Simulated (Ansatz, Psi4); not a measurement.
**Predicting a hybrid from its neighbours: GaCl**

GaCl: 2 atoms, total charge 0, spin state singlet. As SMILES, `[Cl][Ga]`. Geometry: relaxed at PBE0-D4/def2-TZVP.

The electronic atomisation energy y, in eV, basis cc-pVTZ; a is the functional's share of exact exchange. Programs: Ansatz 0.2.0, Psi4 1.11.

| functional | program | a | y (eV) |
| --- | --- | --- | --- |
| PBE | Psi4 | 0 | 4.93 |
| TPSS | Psi4 | 0 | 4.88 |
| TPSSh | Psi4 | 0.1 | 4.83 |
| B3LYP | Psi4 | 0.2 | 4.72 |
| r2SCAN0 | Ansatz | 0.25 | ? |
| PBE0 | Ansatz | 0.25 | 4.82 |
| BHLYP | Ansatz | 0.5 | 4.57 |

Task: Fit y = c + s·a to the known rows and predict r2SCAN0.

Result: 
1. Means of the 6 rows: a = 0.1750, y = 4.792.
2. Σ(Δa)² = 0.17875, Σ(Δa·Δy) = -0.11425, so the slope is -0.11425/0.17875 = -0.63916.
3. Intercept: 4.792 − (-0.63916) × 0.1750 = 4.904. The largest residual of the fit is 0.076.
4. r2SCAN0: 4.904 + (-0.63916) × 0.25 = 4.74 eV.

The run gave 4.77 eV, so the prediction is off by -0.03 eV, within the largest residual.
